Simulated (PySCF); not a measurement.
B(Br)(vinyl)(NH2) (C2H5BBrN), SMILES C=CB(N)Br. Atoms are numbered in the order given.

```xyz
10

B     -0.5233     0.2349    -0.3237
Br     0.9936     0.0427     0.8784
C     -0.5693    -0.6369    -1.6148
C     -1.7098    -1.0597    -2.1765
H      0.3772    -0.9649    -2.0607
H     -1.7245    -1.6979    -3.0662
H     -2.6897    -0.8028    -1.7570
N     -1.5193     1.1389     0.0282
H     -1.5053     1.6715     0.8876
H     -2.3063     1.3322    -0.5778
```
Charge 0, spin multiplicity 1.

Geometry optimised at PBE0-D3(BJ)/def2-SVP. The structure was generated by enumeration, and PubChem lists no compound with its InChIKey, so it may never have been made. Other conformers were not sampled.

All values below come from B3LYP/def2-TZVP run with PySCF.

Gas-phase values at a fixed geometry.

Problem. Estimate the frontier levels, gap, dipole moment and polarisability. (Estimate from the structure and the level; the computed values follow.)

Solution. 
- highest occupied level: -7.57 eV
- lowest empty level: -1.27 eV
- orbital gap: 6.30 eV
- dipole moment: 0.575 e·Å
- quadrupole, principal values (traceless, Buckingham form, about the centre of nuclear charge): -6.79, 0.53, 6.25 D·Å
- mean static polarisability: 66.7 bohr³ (9.88 Å³)
- polarisability, principal values: 46.7, 63.8, 89.5 bohr³
